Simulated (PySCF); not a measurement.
Relaxing a trial structure of BFH6Si2

The starting geometry of this gas-phase singlet was optimised with GFN2-xTB; its bonds are those of `B[SiH2][SiH2]F`.

```yaml
atoms:
  - { symbol: B, position_ang: [-1.0731, 0.1122, 1.0001] }
  - { symbol: F, position_ang: [1.0495, 1.6880, -1.3273] }
  - { symbol: Si, position_ang: [1.5294, 0.1388, -1.2922] }
  - { symbol: Si, position_ang: [0.5880, -0.8141, 0.6096] }
  - { symbol: H, position_ang: [1.6254, -0.7849, 1.6605] }
  - { symbol: H, position_ang: [0.4907, -2.2567, 0.3079] }
  - { symbol: H, position_ang: [1.0396, -0.3511, -2.5790] }
  - { symbol: H, position_ang: [2.9804, 0.2726, -1.3663] }
  - { symbol: H, position_ang: [-2.0817, -0.2025, 0.4949] }
  - { symbol: H, position_ang: [-1.0994, 1.0625, 1.6830] }
```

Problem. Predict what becomes of its bonds when it is optimised with B3LYP/6-31G*.

Solution. It keeps its bonds, and is `B[SiH2][SiH2]F`.

The energy falls by 0.22 eV over 21 steps:

```tsv
step	E − E(last) (eV)
1	0.222
3	0.012
5	0.009
8	0.008
10	0.007
12	0.004
14	0.003
17	0.000
19	0.000
21	0.000
```

Final geometry (Å):

```yaml
atoms:
  - { symbol: B, position_ang: [-1.1585, 0.0414, 0.9570] }
  - { symbol: F, position_ang: [1.6207, 1.8819, -1.2349] }
  - { symbol: Si, position_ang: [1.5561, 0.2633, -1.3497] }
  - { symbol: Si, position_ang: [0.6789, -0.6977, 0.6209] }
  - { symbol: H, position_ang: [1.6493, -0.4515, 1.7262] }
  - { symbol: H, position_ang: [0.6748, -2.1637, 0.3296] }
  - { symbol: H, position_ang: [0.7054, -0.0825, -2.5223] }
  - { symbol: H, position_ang: [2.9364, -0.2401, -1.5942] }
  - { symbol: H, position_ang: [-2.1126, -0.4207, 0.4051] }
  - { symbol: H, position_ang: [-1.3283, 0.9918, 1.6603] }
```

No frequencies were run, so the end isn't proven a minimum. Run with PySCF 2.14.0, 86 s on 2 threads of Arm Neoverse V2, with other jobs on the host.
